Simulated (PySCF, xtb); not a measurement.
C3H7NSi, SMILES C(C[SiH3])C#N. One conformer was computed; it need not be the lowest.

Harmonic wavenumbers (cm⁻¹) from GFN2-xTB in xtb at its own minimum, in rising order: 70, 109, 183, 258, 381, 507, 507, 575, 692, 762, 784, 784, 790, 920, 941, 1077, 1105, 1163, 1283, 1311, 1437, 1478, 2249, 2279, 2311, 2413, 2930, 2957, 2973, 2988.

Problem. What does PySCF with PBE-D3(BJ)/def2-SVP give at its own minimum? (Estimate from the structure and the level; the computed values follow.)

Solution. 70, 120, 182, 246, 362, 486, 518, 595, 668, 783, 882, 884, 906, 909, 919, 1021, 1114, 1151, 1243, 1295, 1376, 1389, 2160, 2174, 2188, 2295, 2971, 2988, 3018, 3047. Paired by order, the mean absolute difference is 46 cm⁻¹ and the zero-point energies are 54.6 and 54.3 kcal/mol.
